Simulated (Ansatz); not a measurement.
Molecule: CHS, net charge 0, doublet state. SMILES: [CH]=S
Geometry from a B3LYP-D3(BJ)/def2-TZVP (Ansatz, a program for electronic structure) optimisation:
```
C
H 1 1.0885
S 1 1.5568 2 132.52
```
Charge 0, spin multiplicity 2.

Wanted: size of the dipole moment, in D. Conventions: no dispersion term unless named; spin-orbit terms left out; 6-311+G** with 5d, 6d on Na to Ar in Ansatz; non-relativistic; UHF or UKS for open shells; LANL2DZ with its own core potentials from Na on; 6-31G* and kin with 6d, 5d where marked. Ab initio and DFT rows: single points at B3LYP-D3(BJ) geometries (Ansatz).

| level | program | size of the dipole moment (D) |
|---|---|---|
| PBE/STO-3G | Ansatz | 0.78 |
| PBE/3-21G | Ansatz | 1.30 |
| PBE/LANL2DZ | Ansatz | 1.39 |
| PBE/6-31G* | Ansatz | 1.12 |
| PBE/def2-SVP | Ansatz | 1.04 |
| PBE/6-311+G** | Ansatz | 1.11 |

No value to compare with is used here. The 6 habitual levels span 0.78 (PBE/STO-3G) to 1.39 D (PBE/LANL2DZ).

The sets are all those run for this method; left out are runs that failed, that the program found above a lower state of the same kind, or whose <S^2> lies over 0.5 above the pure value.
